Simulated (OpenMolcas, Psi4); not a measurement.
# The same job for Psi4

This OpenMolcas 26.06 job computes SnNH4Cl (SMILES [NH2][SnH2][Cl]):

job.input:
```
* ClH4NSn MP2
&GATEWAY
BasLib = $CurrDir
Coord
7
angstrom
N       -0.972800      -0.020100      -0.835200
Sn       0.562300       0.041400       0.449100
Cl       0.846400      -2.133500       1.251000
H       -1.803500       0.485500      -0.566500
H       -0.756400       0.165200      -1.803000
H        0.172800       0.976800       1.814600
H        2.012400       0.416800      -0.355700
Basis = def2-SVP
Group = NoSym
&SEWARD
&SCF
Thresholds = 1e-10 1e-07 1e-07 1e-05
PrOrbitals = 1
&MBPT2
Frozen = 10
```

```bash
$ export MOLCAS_MEM=1860
$ pymolcas job.input > job.log
```

(Basis files named in the input come from the Basis Set Exchange and aren't shown.)

The coordinates come from a PBE0-D4/def2-TZVP relaxation. This is one conformer, not always the lowest.

It gives a total energy of -729.885804 Eh.

Problem. Write the same calculation for Psi4 1.11 as a Python script.

Solution. One way, which was run:

clh4nsn.xyz:
```
7
ClH4NSn
N     -0.972800    -0.020100    -0.835200
Sn     0.562300     0.041400     0.449100
Cl     0.846400    -2.133500     1.251000
H     -1.803500     0.485500    -0.566500
H     -0.756400     0.165200    -1.803000
H      0.172800     0.976800     1.814600
H      2.012400     0.416800    -0.355700
```

calc.py:
```python
import psi4

psi4.set_memory('2200 MB')
psi4.set_num_threads(1)
psi4.core.set_output_file('psi4.out', False)

with open('clh4nsn.xyz') as f:
    atoms = ''.join(f.readlines()[2:])
m = psi4.geometry('0 1\n' + atoms + 'symmetry c1')

options = {'basis': 'def2-SVP', 'puream': True, 'e_convergence': 1e-09, 'd_convergence': 1e-08, 'scf_type': 'pk', 'num_frozen_docc': 10, 'mp2_type': 'conv'}
psi4.set_options(options)

energy_value = psi4.energy('mp2', molecule=m)
print(f'total energy {energy_value:.8f} hartree = {energy_value * 27.211386:.5f} eV')
for k, v in sorted(psi4.core.scalar_variables().items()):
    print(f'{k:45s} {v:18.10f}')
```

```bash
$ python calc.py
```

Its energy is -729.885804 Eh, the same as the first but for the last digit, at most.
